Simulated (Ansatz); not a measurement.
The cluster Ga9P9 (the lowest singlet isomer of a short search), 18 atoms. Hardware: 2 threads of AMD EPYC 7R13 on a shared host and a share (18 GiB) of an NVIDIA H100 80GB HBM3.

Correlated methods freeze 126 core orbitals; core or outer-core shells of Ga are correlated, in sets that lack core-valence functions. Single mean-field runs in def2-SVP, def2-TZVP are fitted with def2-universal-jkfit.

Question: How many basis functions does each of these Ansatz runs have, and roughly what does it cost? PBE-D4/def2-SVP, charge 0 singlet, energy and forces, from earlier orbitals; MP2/def2-SVP, charge 0 singlet, energy, from earlier orbitals; PBE0-D4/def2-TZVP, charge 0 singlet, energy, from earlier orbitals; PBE-D4/def2-SVP, charge 0 singlet, relaxation, 10 steps; r2SCAN-D4/def2-SVP, charge 0 singlet, energy, from earlier orbitals; PBE-D4/def2-TZVP, charge 0 singlet, energy, from earlier orbitals; PBE0-D4/def2-SVP, charge 0 singlet, energy, from earlier orbitals; RPA@PBE/def2-SVP, charge 0 singlet, energy, from earlier orbitals; r2SCANh-D4/def2-SVP, charge 0 singlet, energy, from earlier orbitals.

Answer: Other jobs shared the machine, so times can vary by a factor of up to 3.

```json
{"run": "r2SCANh-D4/def2-SVP, charge 0 singlet, energy, from earlier orbitals", "functions": "450", "fitting or Cholesky vectors": "3546", "wall time": "8.5 s", "peak host memory (GiB)": "0.99"}
{"run": "PBE-D4/def2-SVP, charge 0 singlet, energy and forces, from earlier orbitals", "functions": "450", "fitting or Cholesky vectors": "3546", "wall time": "8.5 s", "peak host memory (GiB)": "1"}
{"run": "PBE-D4/def2-TZVP, charge 0 singlet, energy, from earlier orbitals", "functions": "765", "fitting or Cholesky vectors": "3546", "wall time": "10 s", "peak host memory (GiB)": "1.1"}
{"run": "r2SCAN-D4/def2-SVP, charge 0 singlet, energy, from earlier orbitals", "functions": "450", "fitting or Cholesky vectors": "3546", "wall time": "11 s", "peak host memory (GiB)": "0.99"}
{"run": "PBE0-D4/def2-SVP, charge 0 singlet, energy, from earlier orbitals", "functions": "450", "fitting or Cholesky vectors": "3546", "wall time": "14 s", "peak host memory (GiB)": "0.97"}
{"run": "PBE0-D4/def2-TZVP, charge 0 singlet, energy, from earlier orbitals", "functions": "765", "fitting or Cholesky vectors": "3546", "wall time": "14 s", "peak host memory (GiB)": "1.1"}
{"run": "RPA@PBE/def2-SVP, charge 0 singlet, energy, from earlier orbitals", "functions": "450", "fitting or Cholesky vectors": "4293", "wall time": "16 s", "peak host memory (GiB)": "2.9"}
{"run": "MP2/def2-SVP, charge 0 singlet, energy, from earlier orbitals", "functions": "450", "fitting or Cholesky vectors": "4293", "wall time": "18 s", "peak host memory (GiB)": "1.1"}
{"run": "PBE-D4/def2-SVP, charge 0 singlet, relaxation, 10 steps", "functions": "450", "fitting or Cholesky vectors": "3546", "wall time": "50 s", "peak host memory (GiB)": "1"}
```
